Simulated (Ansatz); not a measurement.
Ansatz (a program for electronic structure) input (PBE0/def2-TZVPD):

Ansatz 0.2 input:
```yaml
crystal:
  periodic: [false, false, false]
  atoms:
    - {symbol: C, position_ang: [-0.80096384, 2.26702420, -0.93365012]}
    - {symbol: O, position_ang: [-0.21947557, 1.45539128, 0.07336339]}
    - {symbol: Ge, position_ang: [0.11964378, -0.26953448, -0.20606855]}
    - {symbol: O, position_ang: [-1.14385713, -1.28481608, 0.49495508]}
    - {symbol: C, position_ang: [-2.50695576, -0.94364012, 0.28511626]}
    - {symbol: O, position_ang: [1.53978434, -0.70307920, 0.73854203]}
    - {symbol: C, position_ang: [2.75758109, 0.00159247, 0.52939532]}
    - {symbol: H, position_ang: [-0.46879870, 3.29465315, -0.77701675]}
    - {symbol: H, position_ang: [-1.89386033, 2.24244903, -0.87643192]}
    - {symbol: H, position_ang: [-0.50216840, 1.96193677, -1.94352177]}
    - {symbol: H, position_ang: [0.28840302, -0.49170690, -1.72383714]}
    - {symbol: H, position_ang: [-2.77633484, -0.95765894, -0.77787705]}
    - {symbol: H, position_ang: [-3.11353750, -1.68921304, 0.79965121]}
    - {symbol: H, position_ang: [-2.74395178, 0.04270538, 0.69511509]}
    - {symbol: H, position_ang: [3.11873280, -0.10148027, -0.50047218]}
    - {symbol: H, position_ang: [2.65150907, 1.06505224, 0.76062488]}
    - {symbol: H, position_ang: [3.50182362, -0.43146128, 1.19790631]}
basis:
  gaussian:
    orbitals: def2-TZVPD
hamiltonian:
  xc: {name: PBE0}
output: {forces: true}
```

End of the output:

```
integrals: 0.57 GiB planned
2010 factors; their error is unknown
0.56 GiB of the device are held for the grids
2.79 GiB of device memory are held for the factors and their scratch space
mean field: 3.40 GiB planned
mean field evaluation 1: about -65906.5689 eV, gradient 8.7e1 eV
mean field evaluation 2: about -65886.6718 eV, gradient 1.4e2 eV
mean field evaluation 4: about -65920.2710 eV, gradient 5.7e0 eV
mean field evaluation 8: about -65920.3303 eV, gradient 1.7e-1 eV
mean field evaluation 16: about -65920.5437 eV, gradient 6.2e-4 eV
mean field -65920.54365269 eV, -2422.5352966872 hartree, gradient 1.0e-5 eV, S^2 0.000000; 0 other end points of the search recorded, 0 dependent functions left out
the calculation of the forces begins
reference -65920.54370229 eV, -2422.5352985098 hartree; 42, 42 occupied and 333, 333 virtual orbitals, 2010 factors
Total energy: -65920.54370229 eV, -2422.5352985098 hartree
Atom 0 at    -0.800964     2.267024    -0.933650 Å, force     0.137089    -0.234897     0.217402 eV/Å
Atom 1 at    -0.219476     1.455391     0.073363 Å, force    -0.065683    -0.052963    -0.211420 eV/Å
Atom 2 at     0.119644    -0.269534    -0.206069 Å, force    -0.045922     0.094690     0.231297 eV/Å
Atom 3 at    -1.143857    -1.284816     0.494955 Å, force    -0.095602     0.185885    -0.123438 eV/Å
Atom 4 at    -2.506956    -0.943640     0.285116 Å, force     0.351105    -0.053847     0.013495 eV/Å
Atom 5 at     1.539784    -0.703079     0.738542 Å, force     0.051309     0.181781    -0.152167 eV/Å
Atom 6 at     2.757581     0.001592     0.529395 Å, force    -0.321718    -0.153605     0.007601 eV/Å
Atom 7 at    -0.468799     3.294653    -0.777017 Å, force     0.012169     0.031255     0.005969 eV/Å
Atom 8 at    -1.893860     2.242449    -0.876432 Å, force    -0.030293     0.007092     0.002202 eV/Å
Atom 9 at    -0.502168     1.961937    -1.943522 Å, force     0.012421    -0.007710    -0.032293 eV/Å
Atom 10 at     0.288403    -0.491707    -1.723837 Å, force    -0.001696     0.000687     0.012195 eV/Å
Atom 11 at    -2.776335    -0.957659    -0.777877 Å, force    -0.009555    -0.010910    -0.023424 eV/Å
Atom 12 at    -3.113538    -1.689213     0.799651 Å, force    -0.016559    -0.024625     0.019165 eV/Å
Atom 13 at    -2.743952     0.042705     0.695115 Å, force    -0.011685     0.027349     0.020564 eV/Å
Atom 14 at     3.118733    -0.101480    -0.500472 Å, force     0.012812    -0.008598    -0.022985 eV/Å
Atom 15 at     2.651509     1.065052     0.760625 Å, force     0.000689     0.033585     0.013067 eV/Å
Atom 16 at     3.501824    -0.431461     1.197906 Å, force     0.021118    -0.015168     0.022772 eV/Å
Dipole moment:    -0.095999     0.302224    -0.491375 e Å
```
